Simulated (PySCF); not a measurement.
Isomers of C4H12Ge2, from PySCF, PBE0-D3(BJ)/def2-SVP geometry optimisation, gas phase. One conformer each, no zero-point energy, no frequencies.

**Question.** Which isomer lies lowest at this level?
A. `[CH2:1]=[CH:2][Ge@@H:3]([CH3:4])[CH2:5][GeH3:6]` with C1–C2–Ge3–C4 123°, C2–Ge3–C5–Ge6 59°: A = 2316, B = 780.0, C = 619.6 MHz, dipole 1.13 D
B. `[CH2:1]=[CH:2][CH2:3][GeH2:4][CH2:5][GeH3:6]` with C1–C2–C3–Ge4 -103°, C2–C3–Ge4–C5 -50°, C3–Ge4–C5–Ge6 -59°: A = 2032, B = 742.8, C = 600.2 MHz, dipole 0.32 D
C. `[GeH3:1][CH:2]([GeH3:3])[CH:4]1[CH2:5][CH2:6]1` with Ge1–C2–C4–C5 -154°: A = 1370, B = 1101, C = 637.1 MHz, dipole 0.89 D
D. `[CH2:1]=[CH:2][CH2:3][CH:4]([GeH3:5])[GeH3:6]` with C1–C2–C3–C4 -115°, C2–C3–C4–Ge5 -60°: A = 1387, B = 934.5, C = 581.2 MHz, dipole 0.60 D

**Answer.** A. That is `C=[CH][Ge@@H]([CH3])[CH2][GeH3]`, 2.7 kcal/mol below the next.

| SMILES | mapped SMILES | E (Eh) | relative (kcal/mol) | relative (kJ/mol) | dipole (D) |
| --- | --- | --- | --- | --- | --- |
| C=[CH][Ge@@H]([CH3])[CH2][GeH3] | [CH2:1]=[CH:2][Ge@@H:3]([CH3:4])[CH2:5][GeH3:6] | -4312.28210 | 0.0 | 0.0 | 1.13 |
| C=C[CH2][GeH2][CH2][GeH3] | [CH2:1]=[CH:2][CH2:3][GeH2:4][CH2:5][GeH3:6] | -4312.27779 | 2.7 | 11.3 | 0.32 |
| [GeH3][CH]([GeH3])C1CC1 | [GeH3:1][CH:2]([GeH3:3])[CH:4]1[CH2:5][CH2:6]1 | -4312.26592 | 10.2 | 42.5 | 0.89 |
| C=CC[CH]([GeH3])[GeH3] | [CH2:1]=[CH:2][CH2:3][CH:4]([GeH3:5])[GeH3:6] | -4312.26364 | 11.6 | 48.5 | 0.60 |
